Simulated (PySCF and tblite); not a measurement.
Results of a calculation; reference values are marked as such.
System: C3H8GeS, numbered as in [CH2:1]1[CH2:2][GeH2:3][CH2:4][S:5]1.

Motion: inversion of the 5-membered ring (1–2–3–4–5). GFN2-xTB gives an electronic barrier of 2.9 kcal/mol.

Spin–orbit effects of heavy atoms on shieldings are missing.

Problem. What does PBE0/pcSseg-1 + D3(BJ) give on GFN2-xTB geometries?

Solution. A barrier of 3.2 kcal/mol, 0.3 above the tight-binding barrier (from unrounded values) and, with GFN2-xTB thermal terms, ΔG‡(298 K) = 3.3 kcal/mol and k = 4.5×10¹⁰ s⁻¹ (2 equivalent paths).

Programs: tblite and PySCF.
